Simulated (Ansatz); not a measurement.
Relaxation of BBrCl2H2O (7 atoms, charge 0, multiplicity 1), to a largest force component of 0.03 eV/Å in at most 50 steps.

The calculation used RKS BHLYP/def2-SVP (Ansatz).

```xyz
7
Properties=species:S:1:pos:R:3:forces:R:3
B -0.059 -0.262 0.048 -0.04 -0.43 1.12
O -0.064 -0.415 1.409 0.04 0.15 -1.23
H -0.942 -0.361 1.782 -0.06 -0.06 0.02
Cl 1.467 -0.355 -0.791 -0.02 0.00 0.01
Cl -1.568 -0.078 -0.831 0.00 0.00 -0.02
Br 0.345 2.818 1.006 0.41 -1.07 1.05
H 0.662 1.627 1.847 -0.33 1.41 -0.96
```

Q: Where does it end, and by what steps?

A: The run converged. The force dipped under the threshold on the way, but the program's further checks kept it going. After 33 steps the energy has fallen by 0.229 eV; Cl5 moved furthest, 1.72 Å.

| step | energy less start (eV) | largest force component (eV/Å) | accepted |
| --- | --- | --- | --- |
| 0 | 0.0000 | 1.408 | yes |
| 2 | -0.1537 | 0.938 | yes |
| 4 | -0.1746 | 0.279 | yes |
| 6 | -0.1837 | 0.212 | yes |
| 8 | -0.1917 | 0.155 | yes |
| 10 | -0.2012 | 0.251 | yes |
| 12 | -0.2072 | 0.122 | yes |
| 14 | -0.2120 | 0.272 | yes |
| 16 | -0.2193 | 0.069 | yes |
| 18 | -0.2194 | 0.119 | yes |
| 20 | -0.2217 | 0.258 | no |
| 22 | -0.2244 | 0.141 | yes |
| 24 | -0.2253 | 0.197 | yes |
| 26 | -0.2275 | 0.079 | yes |
| 28 | -0.2281 | 0.018 | yes |
| 30 | -0.2281 | 0.089 | no |
| 32 | -0.2283 | 0.074 | no |
| 33 | -0.2286 | 0.015 | yes |

```xyz
7
Properties=species:S:1:pos:R:3
B -0.205 -0.507 -0.163
O -0.406 0.312 0.876
H -1.214 0.150 1.362
Cl 1.240 -0.303 -1.120
Cl -1.370 -1.766 -0.552
Br 1.124 3.109 2.400
H 0.671 1.979 1.668
```

Time of the run: 110 s on 2 threads of Arm Neoverse V1, with other jobs on the host, peak memory 0.26 GiB.
